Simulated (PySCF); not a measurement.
## Solvent effects on NMR parameters

Bonds (- single, = double, # triple, : aromatic): N1#C2, C2-C3, C3-C4, C4:C5, C5:C6, C6:C7, C7:C8, C8:C9, C9:C4. C3 carries H10, H11; C5 carries H12; C6 carries H13; C7 carries H14; C8 carries H15; C9 carries H16.

GIAO PBE0/pcSseg-1 in PySCF on one PBE0-D3(BJ)/def2-SVP conformer, non-relativistic, equivalent nuclei averaged. Solvents enter as an IEF-PCM continuum (acetone with ε = 20.5, water with ε = 78.4) around the gas-phase geometry. Shifts are referred to TMS computed in the same medium.

Gas phase, δ in ppm: C4 136.7, C5/C9 135.3, C6/C8 135.1, C7 134.2, C2 122.3, C3 25.2, H13/H15 7.56, H14 7.50, H12/H16 7.43, H10/H11 3.25. Dipole moment 4.07 D.

Question: How does each δ change in the continuum?

Answer: 
| atoms | environment | Δδ, acetone | Δδ, water |
| --- | --- | --- | --- |
| C4 | substituted aromatic carbon | +1.1 | +1.2 |
| C5/C9 | aromatic CH | +2.0 | +2.2 |
| C6/C8 | aromatic CH | +1.4 | +1.4 |
| C7 | aromatic CH | +1.6 | +1.7 |
| C2 | nitrile carbon | +7.5 | +8.0 |
| C3 | sp3 CH2 on an aromatic ring | 0.0 | 0.0 |
| H13/H15 | hydrogen on an aromatic CH | +0.20 | +0.21 |
| H14 | hydrogen on an aromatic CH | +0.20 | +0.21 |
| H12/H16 | hydrogen on an aromatic CH | +0.28 | +0.30 |
| H10/H11 | hydrogen on an sp3 CH2 on an aromatic ring | +0.45 | +0.49 |

Changes are relative to the gas phase. The dipole moment becomes 5.04 D in acetone, 5.10 D in water.

Question: Which nuclei move most (in ppm), and what does the model miss?

Answer: C2 (nitrile carbon, +8.0 ppm) in water. A continuum only polarises the solute; specific hydrogen bonds, the anisotropy of aromatic solvents and changes of geometry or conformer are outside it.
